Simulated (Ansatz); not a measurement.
Total energies of In2Te3 (the lowest singlet isomer of a short search) from Ansatz at PBE0-D4/def2-TZVP, gas phase (1 Eh = 27.2114 eV = 2625.5 kJ/mol). The reference geometry is relaxed at r2SCAN-D4/def2-SVP.

Cartesian coordinates in Å:
```
In 2.097 0.106 -1.227
In -1.726 1.106 1.309
Te 1.090 -0.234 1.735
Te -0.494 -1.609 -0.109
Te -0.968 0.631 -1.708
```

| state | geometry | energy (Eh) |
| --- | --- | --- |
| charge 0 singlet | reference | -1184.61057 |
| charge 1 doublet | reference | -1184.36102 |
| charge 0 triplet | relaxed at r2SCAN-D4/def2-SVP | -1184.56880 |
| charge 0 quintet | relaxed at r2SCAN-D4/def2-SVP | -1184.54773 |
| free In atom (doublet) | – | -190.11398 |
| free Te atom (triplet) | – | -267.99464 |

In the def2 sets In, Te take a core potential; there is no spin–orbit coupling.

Task: Work out the vertical ionisation energy to the doublet.

Result: E(charge 1 doublet) − E(charge 0 singlet) = -1184.36102 − (-1184.61057) = 0.24955 Eh = 6.79 eV. For comparison, −ε of the highest occupied level is 5.33 eV at this level, 1.46 eV less.

Task: Which of the charge 0 states is lowest, and how far above it are the others?

Result: The singlet. triplet: -1184.56880 − (-1184.61057) = 0.04177 Eh = 109.7 kJ/mol; quintet: -1184.54773 − (-1184.61057) = 0.06284 Eh = 165.0 kJ/mol. The quintet differs in its bonds from the reference.

Task: What is the binding energy per atom against free atoms?

Result: Atoms: 2 × (-190.11398) + 3 × (-267.99464) = -1184.21188 Eh. Binding: -1184.21188 − (-1184.61057) = 0.39869 Eh = 10.85 eV, or 2.17 eV for each of 5 atoms (no zero-point energy, no counterpoise term).

The structure comes from a short search, and lower isomers may exist.
